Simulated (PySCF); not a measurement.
Compound: C₂H₃NOSi.
SMILES with atom numbers: `[N:1]#[C:2][SiH2:3][CH:4]=[O:5]` (hydrogens: H6, H7 on Si3; H8 on C4)

Computed by this run: PySCF 2.14.0, PBE0-D3(BJ)/def2-SVP geometry optimisation, gas phase; density fitting, grid level 1; the optimiser is geomeTRIC in internal coordinates, started from a GFN2-xTB structure with every atom displaced at random (about 0.01 Å).

Step 10: E = -13519.5583 eV
```
atom  x, y, z in Å  |  force x, y, z in eV/Å
N1      2.3598    1.2407   -1.0068    0.018  -0.003   0.050
C2      1.5970    0.4946   -0.5519   -0.036  -0.005  -0.075
Si3     0.2851   -0.6440    0.1036    0.023   0.009   0.006
C4     -1.3380    0.3998    0.2556    0.037   0.007  -0.009
O5     -2.0898    0.2400    1.1797   -0.029  -0.010   0.010
H6      0.1024   -1.7248   -0.9052   -0.004  -0.006   0.007
H7      0.7010   -1.1740    1.4256   -0.002   0.004   0.002
H8     -1.5629    1.1486   -0.5532   -0.006   0.003   0.009
```

Step 11: E = -13519.5658 eV
```
atom  x, y, z in Å  |  force x, y, z in eV/Å
N1      2.3610    1.2102   -1.0843    0.021  -0.006   0.051
C2      1.6053    0.4778   -0.5962   -0.045  -0.012  -0.072
Si3     0.2895   -0.6293    0.1070    0.038   0.048   0.031
C4     -1.3381    0.4074    0.2556   -0.006  -0.029   0.020
O5     -2.1987    0.0379    1.0107   -0.008   0.003  -0.022
H6      0.1069   -1.7648   -0.8377   -0.031   0.004   0.005
H7      0.6978   -1.0938    1.4563    0.024  -0.010  -0.005
H8     -1.4690    1.3356   -0.3639    0.007   0.001  -0.009
```

Step 12: E = -13519.5698 eV
```
atom  x, y, z in Å  |  force x, y, z in eV/Å
N1      2.3599    1.1650   -1.1858    0.028  -0.011   0.040
C2      1.6131    0.4547   -0.6535   -0.052  -0.003  -0.042
Si3     0.2984   -0.6060    0.1203    0.028   0.052   0.040
C4     -1.3374    0.4167    0.2618   -0.054  -0.123  -0.053
O5     -2.2993   -0.1422    0.7220   -0.002   0.044   0.022
H6      0.0971   -1.8022   -0.7388   -0.039   0.024  -0.006
H7      0.7164   -0.9921    1.4926    0.053  -0.005   0.001
H8     -1.3935    1.4870   -0.0710    0.039   0.021  -0.001
```

Q: Estimate the geometry and energy of step 13. (The exact step hangs on the optimiser's Hessian estimate; all steps are aligned on step 12, rigid shifts and turns removed.)

A: E = -13519.5704 eV, largest force 0.062 eV/Å
```
atom  x, y, z in Å  |  force x, y, z in eV/Å
N1      2.3661    1.1931   -1.1175    0.022  -0.003   0.035
C2      1.6062    0.4692   -0.6234   -0.034   0.003  -0.052
Si3     0.2933   -0.6185    0.1122    0.017   0.010   0.048
C4     -1.3403    0.4069    0.2564   -0.027   0.017   0.030
O5     -2.2514   -0.0439    0.9004    0.006  -0.026  -0.031
H6      0.0938   -1.7790   -0.7959   -0.018  -0.001  -0.002
H7      0.7172   -1.0506    1.4689    0.020  -0.004  -0.011
H8     -1.4302    1.4038   -0.2536    0.014   0.002  -0.017
```

The energy changes by -0.0006 eV. The first-order estimate −F·Δx gives -0.0088 eV and the mean of the old and new forces, exact on a quadratic surface, -0.0022 eV. The step makes an angle of 82° with the force vector and moves no atom by more than 0.209 Å.

What follows is the cost of the whole optimisation. On Arm Neoverse V2, one thread (shared host), this took 43 s of wall time and 0.38 GiB of memory at its peak.
